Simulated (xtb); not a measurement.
C8H6, SMILES C1=CC(=C2C=C2)C=C1. All values are semi-empirical tight-binding results from xtb (GFN2-xTB unless named), good for trends rather than for accurate numbers. Geometry optimised at GFN2-xTB.

Optimised geometry:

```xyz
14

C      0.0000    -0.7207    -2.1900
C      0.0000    -1.1616    -0.9136
C      0.0000     0.0000    -0.0428
C      0.0000     0.0000     1.2900
C      0.0000     0.6648     2.5682
C      0.0000    -0.6648     2.5682
C      0.0000     1.1616    -0.9136
C      0.0000     0.7207    -2.1900
H      0.0000    -1.3254    -3.0796
H      0.0000    -2.1778    -0.5655
H      0.0000     1.5756     3.1162
H      0.0000    -1.5756     3.1162
H      0.0000     2.1778    -0.5655
H      0.0000     1.3254    -3.0796
```
Charge 0, spin multiplicity 1.

| Property | Value |
|---|---|
| point group as xtb finds it | C2v |
| orbital gap | 2.39 eV |
| dipole moment | 3.92 D |
| zero-point energy | 65.7 kcal/mol |
| G − E(el) at 298.15 K (modified RRHO) | 46.8 kcal/mol |
| static polarisability (D4 model) | 85.2 bohr³ |
| solvation energy, GFN2-xTB/ALPB(water) | -3.4 kcal/mol |
| solvation energy, GFN2-xTB/ALPB(dmso) | -8.0 kcal/mol |

Computed IR lines (harmonic; lines under 4 % of the strongest left out, lines within 3 cm⁻¹ merged):
ν (cm⁻¹): 740 (w), 788 (w), 869 (w), 1352 (w), 1504 (m), 1590 (m), 1897 (vs), 3124 (w), 3138 (m), 3142 (w) (against the strongest line: vs over 80 %, s over 45 %, m over 15 %, w over 4 %, vw less)

Computed atomic charges and the Wiberg bond orders between heavy atoms:
charges (e) C1 -0.05, C2 -0.06, C3 -0.02, C4 0.04, C5 -0.01, C6 -0.01, C7 -0.06, C8 -0.05, H9 0.01, H10 0.01, H11 0.08, H12 0.08, H13 0.01, H14 0.01. Bond orders C1–C2 1.71, C2–C3 1.11, C3–C4 1.59, C4–C5 1.05, C4–C6 1.05, C5–C6 1.77, C3–C7 1.11, C1–C8 1.17, C7–C8 1.71.
